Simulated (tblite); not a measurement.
C6H11FO2Si.
Structure used (GFN2-xTB), in Å, numbered top down from 1:
```
atom  x, y, z in Å
C1     1.9225    1.3781    0.3469
C2     1.3453    0.5396   -0.4906
C3     0.3789   -0.5496   -0.0944
C4     1.0369   -1.9151   -0.3319
O5     0.0172   -0.4808    1.2622
Si6   -1.2173    0.4016    1.8480
O7    -2.0639    1.0178    0.5924
C8    -1.6217    0.8931   -0.7224
C9    -0.9000   -0.4326   -0.9495
F10   -0.5882   -0.5407   -2.2863
H11    2.6185    2.1258    0.0074
H12    1.7249    1.3398    1.4047
H13    1.5480    0.5669   -1.5525
H14    1.9438   -1.9835    0.2626
H15    1.2818   -2.0339   -1.3838
H16    0.3568   -2.7069   -0.0267
H17   -0.6830    1.5136    2.6243
H18   -2.1001   -0.5159    2.5494
H19   -0.9407    1.7167   -0.9733
H20   -2.4964    0.9482   -1.3807
H21   -1.5722   -1.2653   -0.7061
```

Computed with GFN2-xTB (tblite): harmonic, unscaled wavenumbers at the GFN2-xTB geometry, gas phase. Errors from tens to a few hundred cm⁻¹ against measured bands are possible. Modes of hydrogen on silicon can be 10 to 20 % off. One conformer, not necessarily the lowest.

Harmonic wavenumbers (cm⁻¹): 57.4, 66.4, 100.8, 167.6, 189.0, 216.5, 241.4, 260.4, 324.7, 330.3, 375.3, 406.1, 493.3, 517.1, 534.7, 596.3, 611.3, 673.9, 692.0, 727.4, 787.5, 820.4, 847.1, 901.6, 918.4, 1003.9, 1016.6, 1027.1, 1031.6, 1065.2, 1082.9, 1126.4, 1145.1, 1174.2, 1188.3, 1218.0, 1266.5, 1285.4, 1299.4, 1332.2, 1390.2, 1398.2, 1469.0, 1479.5, 1485.2, 1714.0, 2296.8, 2348.0, 2901.8, 2921.0, 2933.1, 3035.9, 3047.6, 3050.9, 3070.6, 3108.9, 3136.9.

A = 1457, B = 1134, C = 916.3 MHz; mass 162.051 u (most abundant isotopes); point group C1, symmetry number 1.

**Question.** What is the zero-point energy?

**Answer.** ½Σν̃ = 34954 cm⁻¹ = 99.94 kcal/mol.

**Question.** What is S at 400 K and 1 bar for an ideal gas of classical rigid rotors and harmonic oscillators?

**Answer.** Translation 42.64, rotation 30.62, vibration 44.78: S = 118.0 cal/(mol K).

**Question.** And Cp and H(400 K) − H(0)?

**Answer.** Cp = 56.18 cal/(mol K), of which vibrations give 48.23 (their classical limit is 57 R = 113.3); H(400 K) − H(0) = 12.81 kcal/mol without the zero-point energy, 9.63 from vibrations.

**Question.** What must be added to the electronic energy to get the Gibbs energy at 400 K and 1 bar?

**Answer.** ZPE + [H(400 K) − H(0)] − T·S = 99.94 + 12.81 − 47.22 = 65.53 kcal/mol.

**Question.** Blend soft modes into free rotors: weight 1/[1 + (100 cm⁻¹/ν̃)⁴] for the oscillator and the rest for a rotor with moment μB/(μ + B), μ = h/(8π²ν), B = 10⁻⁴⁴ kg m². What vibrational entropy results?

**Answer.** 41.92 cal/(mol K) in place of 44.78, which changes −T·S at 400 K by +1.14 kcal/mol.

**Question.** How do the functions run with temperature in this model?

**Answer.** 
```tsv
T (K)	S (cal/(mol K))	Cp (cal/(mol K))	H − H(0) (kcal/mol)	G − H(0) (kcal/mol)	ln q(vib)
150	79.8	26.0	2.46	-9.52	2.99
250	96.0	38.5	5.68	-18.33	5.90
298.15	103.3	44.4	7.67	-23.12	7.34
600	144.4	73.6	25.91	-60.70	16.42
900	177.5	89.7	50.63	-109.16	24.93
```

q(vib) and H(0) count from the zero-point level.

Hindered rotation and anharmonicity are outside this model. Other conformers, if any are populated, would add a mixing term that is left out. The structure is chiral; the term R ln 2 for an equal mix with its mirror image is left out.
